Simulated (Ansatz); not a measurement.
`C[SiH2][SiH2]C=N` → `N=C[SiH3]` + `C[SiH]`  (silylene formation by 1,1-elimination)

Calculated with Ansatz (gas phase, PBE0-D4/def2-TZVP geometries, no zero-point term in ΔE). CCSD(T)/CBS is the MP2 limit (def2-TZVPP, def2-QZVPP) plus CCSD(T) − MP2 in def2-TZVPP, frozen cores. This one scheme is used for every species. DFT in def2-TZVPP. B3LYP here is the variant with VWN-RPA as its local correlation; programs differ in this. One conformer a species, not always the lowest.

```tsv
level	ΔE (kcal/mol)	difference from CCSD(T)/CBS
PBE-D4	60.5	2.8
r2SCAN-D4	62.7	5.0
PBE0-D4	62.3	4.6
B3LYP-D4	56.9	-0.8
ωB97X-V	60.4	2.7
ωB97M-V	56.0	-1.7
B2PLYP	55.4	-2.3
PBE	57.7	0.0
r2SCAN	61.8	4.1
PBE0	59.7	2.0
B3LYP	52.5	-5.2
HF/def2-TZVPP	50.9	-6.8
MP2/def2-TZVPP	59.9	2.2
SCS-MP2/def2-TZVPP	56.6	-1.1
CCSD/def2-TZVPP	55.2	-2.5
CCSD(T)/def2-TZVPP	56.5	-1.2
HF/def2-QZVPP	50.7	-7.0
MP2/def2-QZVPP	60.5	2.8
SCS-MP2/def2-QZVPP	57.3	-0.4
HF/CBS(def2)	50.7	-7.0
MP2/CBS(def2)	61.1	3.4
CCSD/CBS(def2)	56.4	-1.3
CCSD(T)/CBS	57.7	0
```

Largest T1 diagnostic among the species: 0.013.

The D4 term adds +4.4 kcal/mol with B3LYP and +2.5 kcal/mol with PBE0; it sums over pairs of atoms, weighted by their polarisabilities, and B3LYP, whose exchange is more repulsive, gets the larger term. From PBE to PBE0 (25 % exact exchange), in def2-TZVPP and without D4, ΔE moves by +2.0 kcal/mol.
